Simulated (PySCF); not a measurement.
# Substituent effects on chemical shifts

Parent skeleton `[CH3:1][O:2][C:3]([CH3:4])=[S:5]`; one hydrogen on atom 1 is replaced by X. Hydrogens on one atom are averaged.

PySCF 2.14.0 with density-fitted response routines calculation with shielding tensors at PBE0/pcSseg-1 (GIAO) and coordinates at the GFN2-xTB level; fast rotation and ring inversion assumed for equivalent nuclei, gas phase, one conformer, non-relativistic Hamiltonian.

Referencing at the same level of theory: 13C (σ = 186.93 ppm) and 1H (σ = 31.72 ppm) vs TMS; 17O (σ = 336.08 ppm) vs H2O; 33S (σ = 503.73 ppm) vs CS2.

Parent (X = H): C1 60.5, O2 274.7, C3 230.7, C4 35.2, S5 431.9, H(C1) 4.20, H(C4) 2.75 ppm. Effects are Δδ = δ(X) − δ(H), positive for deshielding.

Question: Order these by the shift of H(C1), most shielded first.
A. X = CF3
B. X = OSiH3
C. X = tBu

Answer: C (-0.10 ppm), A (+0.46 ppm), B (+1.82 ppm).

Question: Order these by the shift of C1, most shielded first.
A. X = CF3
B. X = tBu
C. X = OSiH3

Answer: A (+12.7 ppm), B (+25.8 ppm), C (+36.9 ppm).

Unscaled 17O shifts of doubly bonded oxygen tend to come out too high, by tens of ppm or more. Experimental scales use liquid or dissolved standards, which lie at an offset from isolated H2O (liquid H2O: subtract about 36 ppm).
